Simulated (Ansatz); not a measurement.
Born–Oppenheimer molecular dynamics of GaH$_{6}$NO (9 atoms, charge 0, multiplicity 1). It starts at the highest image of a converged band. Of that band: The profile has 2 maxima (images 5, 7) with wells between them (image 6): this band takes more than one step, which may be the mechanism or a detour left from its start path. Neighbouring images differ by up to 1.7 eV, so the band resolves the path poorly. A vibrational analysis at the climbing image gives one clearly imaginary mode, 1790i cm⁻¹: a first-order saddle point.

The calculation used RHF/def2-SVP (Ansatz 0.2.0).

```json
{
  "ensemble": "NVE (velocity Verlet)",
  "time step": "0.5 fs",
  "steps asked": "200",
  "starting velocities drawn for": "100 K",
  "seed": "6143"
}
```

First frame:

```xyz
9
Properties=species:S:1:pos:R:3
Ga 0.017 0.254 -0.054
O -0.108 0.138 1.885
H -0.848 -0.234 2.344
H 1.430 -0.011 -0.651
N -1.557 -0.199 -0.856
H -2.459 0.078 -0.521
H -1.608 -0.457 -1.822
H -0.059 1.965 0.716
H -0.142 1.330 1.493
```

(1) How far do the bonds stretch over the last three quarters of this one trajectory? (Pairs bonded in most of those frames.)

Results:

(1) 
| bond | mean (Å) | spread (Å) | shortest | longest |
| --- | --- | --- | --- | --- |
| Ga1–H4 | 1.593 | 0.021 | 1.55 | 1.63 |
| Ga1–N5 | 1.864 | 0.035 | 1.80 | 1.92 |
| Ga1–H8 | 1.588 | 0.051 | 1.50 | 1.66 |
| O2–H3 | 0.950 | 0.017 | 0.91 | 0.99 |
| O2–H9 | 0.960 | 0.056 | 0.87 | 1.04 |
| N5–H6 | 1.007 | 0.006 | 0.99 | 1.02 |
| N5–H7 | 1.004 | 0.005 | 0.99 | 1.02 |

Pairs bonded in part of these frames only: Ga1–O2 19 %.

Mean temperature of the second half: 1029 K. The conserved energy stayed within 0.62 meV per atom of its start (net change -0.13 meV per atom), so the integration is sound. The kinetic energy rose, since the run started high on the potential surface and went downhill. It ends in pieces (GaH4N + H2O), so much of that is their flight and rotation, not heat. A run of 0.1 ps of so small a system gives no equilibrium averages. The orbitals stay closed-shell, which can raise the energy where a bond breaks towards radicals; this wasn't checked here.

Time of the run: 5.8 min on 1 thread of Arm Neoverse V1, with other jobs on the host, peak memory 0.17 GiB.
